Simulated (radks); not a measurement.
Values are calculated unless marked as measured or tabulated.
Question: The table gives one normalised radial function P(r) = r R(r) (large component) of Gd4+ in [Xe] 4f6 (r in bohr). Code: a radial shooting solver on a logarithmic mesh with Libxc functionals. Model: Dirac Kohn-Sham, PBE, spin-unpolarised, spherical densities, point nucleus; open shells fill j = l - 1/2 first.

r           P
0.001387   0.0587
0.001602   0.0656
0.00185    0.0732
0.002136   0.0814
0.002467   0.0902
0.002849   0.0996
0.003265   0.1089
0.00377    0.1191
0.004354   0.1293
0.005029   0.1394
0.005807   0.1488
0.006707   0.1570
0.007684   0.1631
0.008874   0.1671
0.01025    0.1674
0.01184    0.1630
0.01367    0.1528
0.01579    0.1354
0.01823    0.1099
0.02089    0.0776
0.02412    0.0346
0.02786   -0.0166
0.03217   -0.0740
0.03716   -0.1340
0.04291   -0.1908
0.04916   -0.2349
0.05678   -0.2631
0.06557   -0.2631
0.07573   -0.2273
0.08746   -0.1520
0.101     -0.0404
0.1157     0.0874
0.1336     0.2252
0.1543     0.3362
0.1782     0.3872
0.2058     0.3518
0.2377     0.2203
0.2724     0.0223
0.3145    -0.2234
0.3633    -0.4417
0.4195    -0.5627
0.4845    -0.5343
0.5595    -0.3431
0.6462    -0.0232
0.7404     0.3326
0.855      0.6840
0.9875     0.9363
1.14       1.0467
1.317      1.0110
1.521      0.8610
1.743      0.6624
2.012      0.4458
2.324      0.2642
2.684      0.1366
3.1        0.0606
3.58       0.0225
4.102      0.0074
4.737      0.0018
5.471      0.0003
6.318      0.0000

Which n and l does it have? It may be an empty orbital.

Answer: n = 5, l = 0: the number of nodes gives n - l - 1 = 4, the rise at small r points to l (this Dirac orbital starts as r^gamma with gamma = sqrt((l + 1)^2 - (Z/c)^2) = 0.88; the j = 1/2 orbital of l + 1 starts with the same power, but with a smaller coefficient, and then steepens), and the extent must fit the shell. The curve is that of 5s1/2. 5s1/2: eigenvalue -90.956 eV, 4 radial nodes at r = 0.0266, 0.106, 0.276, 0.652 bohr, <r> = 1.29 bohr, 90 % of the charge inside 1.85 bohr.
